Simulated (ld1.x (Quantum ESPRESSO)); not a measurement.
## What the settings do to the PAW potential of aluminium (Al)

Base potential:

- Element: Al
- Generator: ld1.x (Quantum ESPRESSO) 7.5
- Type: PAW
- Functional: LDA (PZ)
- Relativity: scalar-relativistic
- Frozen core: [Ne]
- Valence charge: 3
- Reference configuration: 3s2 3p0 (charge +1)
- Partial waves: 3s (bound): rcut 1.50, rcutus 2.05 bohr; 3s channel at -0.15 Ry: rcut 1.50, rcutus 2.05 bohr; 3p (bound, empty): rcut 1.55, rcutus 2.00 bohr; 3p channel at 0.9 Ry: rcut 1.55, rcutus 2.00 bohr
- Local potential: all-electron potential smoothed inside 1.50 bohr (lloc = -1)
- Core correction: a·sin(br)/r model core, default radius (ld1.x builds one for every PAW set, though the input has nlcc=.false.)
- Augmentation charge: PSQ, inside the norm-conserving radii

Cutoffs, loose and tight: the cutoffs (Ry, on a coarse ladder) from which the occupation-weighted sum of valence levels, in a spherical-Bessel basis at the reference potential, stays within 10 and 1 mRy of its value at 400 Ry. They do not see the model core or the augmentation charge, which bear on the density cutoff. Test errors are all-electron minus pseudo excitation energies from the reference, over the configurations 3s2 3p1; 3s1 3p0; 3s2 3p0.5; 3s1 3p2; 3s1 3p1; 3s0 3p3; 3s2 3p1.3 (two spin-polarised tests are not counted in the largest error). A dash means not determined; rows that change the core or the reference have their own tests.

A true bound ghost makes a file unfit for plane-wave use even where its test errors are small: the radial tests pick states by their node count and pass the ghost by.

The default core radius of the base comes out at 1.31 bohr.

| change | outcome | cutoff, loose | cutoff, tight | bound ghosts | largest test error (meV) |
| --- | --- | --- | --- | --- | --- |
| base | generated | 6 Ry | 10 Ry | none | -16 |
| waves 3s (bound): rcut 1.50, rcutus 2.30 bohr; 3s channel at -0.15 Ry: rcut 1.50, rcutus 2.30 bohr | generated | 6 Ry | 6 Ry | none | -15 |
| local potential all-electron potential smoothed inside 1.78 bohr (lloc = -1) | generated | 6 Ry | 10 Ry | none | -16 |
| core correction a·sin(br)/r model core inside 1.78 bohr | generated | 6 Ry | 10 Ry | none | -16 |
| reference 3s2 3p0.75 | generated | 6 Ry | 8 Ry | none | -25 |
| waves 3p (bound): rcut 1.46, rcutus 1.54 bohr; 3p channel at 0.9 Ry: rcut 1.46, rcutus 1.54 bohr | generated | 6 Ry | 10 Ry | p | -16 |
